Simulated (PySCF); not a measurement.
**Dipole moment and polarisability of `c1cc(C2CC2)ccp1`**

Species: C₈H₉P.
SMILES with atom numbers: `[cH:1]1[cH:2][c:3]([CH:4]2[CH2:5][CH2:6]2)[cH:7][cH:8][p:9]1` (hydrogens: H10 on C1; H11 on C2; H12 on C4; H13, H14 on C5; H15, H16 on C6; H17 on C7; H18 on C8)

Structure used (PBE0-D3(BJ)/def2-SVP), in Å, numbered top down from 1:
```
atom  x, y, z in Å
C1    -2.801    0.652   -0.143
C2    -1.429    0.653    0.079
C3    -0.533   -0.267   -0.483
C4     0.910   -0.146   -0.150
C5     1.984   -0.476   -1.158
C6     1.784   -1.365    0.021
C7    -1.001   -1.277   -1.338
C8    -2.334   -1.449   -1.686
P9    -3.667   -0.469   -1.148
H10   -3.395    1.424    0.356
H11   -1.012    1.421    0.739
H12    1.132    0.691    0.518
H13    1.656   -0.829   -2.140
H14    2.866    0.170   -1.185
H15    2.524   -1.349    0.825
H16    1.313   -2.340   -0.135
H17   -0.272   -1.978   -1.759
H18   -2.577   -2.275   -2.362
```

Level: CAM-B3LYP/def2-SVPD (PySCF), static field, nuclei fixed, core orbitals frozen in the response. The polarisability tensor in these axes (au):

```
x   159.83  -6.17   8.72
y    -6.17 100.40  16.09
z     8.72  16.09  92.07
```

**Question.** Diagonalise the tensor; give its mean and Δα, where Δα² is half the sum of the squared differences of the eigenvalues.

**Answer.** Principal values 78.22, 112.85 and 161.23 au; mean 117.43 au = 17.40 Å³ = 19.36 × 10⁻⁴⁰ C²·m²/J; Δα = 72.22 au (61 % of the mean).

**Question.** What is the dipole moment, and where does it point?

**Answer.** (2.33, 0.10, 0.46) D, 2.38 D in size, pointing from the negative to the positive side. Measured along this direction, the outermost atoms are P9 at the negative end and H14 and H15 at the positive end.

**Question.** What would n − 1 = 2πNα be for an ideal gas of these molecules at 350 K and 1 atm, electronic part alone?

**Answer.** N = p/kT = 2.0968 × 10¹⁹ cm⁻³, so n − 1 = 2π × N × 17.40 × 10⁻²⁴ cm³ = 2293 × 10⁻⁶ at long wavelengths, for an ideal gas.

**Question.** Molar refractivity from α?

**Answer.** Lorentz–Lorenz: R = (4π/3)N_A α = 2.5225 cm³/(mol·Å³) × 17.40 Å³ = 43.9 cm³/mol, in the limit of long wavelengths.

**Question.** Orientational against electronic polarisability at 350 K (dilute gas, rigid molecules)?

**Answer.** In Gaussian units μ²/3kT = 39.02 Å³ against 17.40 Å³, a ratio of 2.24; the Debye molar polarisation (4π/3)N_A(α + μ²/3kT) is 142.3 cm³/mol, leaving out the vibrational part.

**Question.** Find the Langevin capture rate constant for H3O+ (19.018 u) meeting this molecule (136.044 u), k = 2.342 × 10⁻⁹ cm³/s × √(α in Å³ / reduced mass in u).

**Answer.** The reduced mass is 16.69 u, so k = 2.39 × 10⁻⁹ cm³/s. The formula leaves out the permanent dipole, which adds to the capture rate.

Isolated species at its PBE0-D3(BJ)/def2-SVP geometry (one conformer only).
